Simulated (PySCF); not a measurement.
Dipole moment and polarisability of `C#CC1=CCCS1(=O)=O`

C6H6O2S.
Structure used (GFN2-xTB), in Å, numbered top down from 1:
```xyz
15
C6H6O2S angstrom
C      3.237    1.003   -0.480
C      2.130    0.547   -0.361
C      0.827    0.091   -0.181
C      0.237   -1.038   -0.545
C     -1.218   -1.216   -0.222
C     -1.628   -0.191    0.819
S     -0.395    1.156    0.635
O     -0.867    2.144   -0.294
O      0.051    1.610    1.921
H      4.208    1.381   -0.597
H      0.741   -1.826   -1.085
H     -1.400   -2.236    0.124
H     -1.792   -1.080   -1.144
H     -1.516   -0.558    1.835
H     -2.620    0.220    0.669
```

Level: PBE0/def2-SVPD (PySCF), static field, nuclei fixed, core orbitals frozen in the response. The polarisability tensor in these axes (au):

```
x   117.96  18.55  -6.62
y    18.55  93.15   6.46
z    -6.62   6.46  72.89
```

**Question.** What are the eigenvalues, a third of the trace, and Δα (Δα² = ½Σ(αi − αj)² over the three pairs)?

**Answer.** Principal values 67.75, 88.25 and 128.01 au; mean 94.67 au = 14.03 Å³ = 15.61 × 10⁻⁴⁰ C²·m²/J; Δα = 53.08 au (56 % of the mean).

**Question.** What is the dipole moment, and where does it point?

**Answer.** (-0.42, -5.11, -1.40) D, 5.32 D in size, pointing from the negative to the positive side. Measured along this direction, the outermost atoms are O9 at the negative end and H12 at the positive end.

**Question.** What would n − 1 = 2πNα be for an ideal gas of these molecules at 273.15 K and 1 atm, electronic part alone?

**Answer.** N = p/kT = 2.6868 × 10¹⁹ cm⁻³, so n − 1 = 2π × N × 14.03 × 10⁻²⁴ cm³ = 2368 × 10⁻⁶ at long wavelengths.

**Question.** Find the Langevin capture rate constant for NO+ (29.998 u) meeting this molecule (142.009 u), k = 2.342 × 10⁻⁹ cm³/s × √(α in Å³ / reduced mass in u).

**Answer.** The reduced mass is 24.77 u, so k = 1.76 × 10⁻⁹ cm³/s. The formula leaves out the permanent dipole, which adds to the capture rate.

**Question.** How large is μ²/3kT at 298 K beside α?

**Answer.** In Gaussian units μ²/3kT = 229.21 Å³ against 14.03 Å³, a ratio of 16.34; the Debye molar polarisation (4π/3)N_A(α + μ²/3kT) is 613.6 cm³/mol, leaving out the vibrational part.

**Question.** Traceless (Buckingham) quadrupole moment about the centre of nuclear charge: eigenvalues?

**Answer.** -11.89, -7.20, 19.09 D·Å. The values depend on the origin, since the dipole doesn't vanish. The electronic extent ⟨r²⟩ about the same centre is 1201 bohr², a root-mean-square distance of 2.13 Å for the 74 electrons.

**Question.** Directions of the eigenvectors, and the extent of the frame along each?

**Answer.** Largest value along (0.89, 0.46, -0.05), where the nuclei span 6.67 Å; middle along (-0.38, 0.78, 0.49), 4.43 Å; least along (0.27, -0.42, 0.87), 2.80 Å. The response follows the extents in order.

One conformer (not necessarily the lowest) at the GFN2-xTB geometry, without solvent, vibrations or thermal averaging.
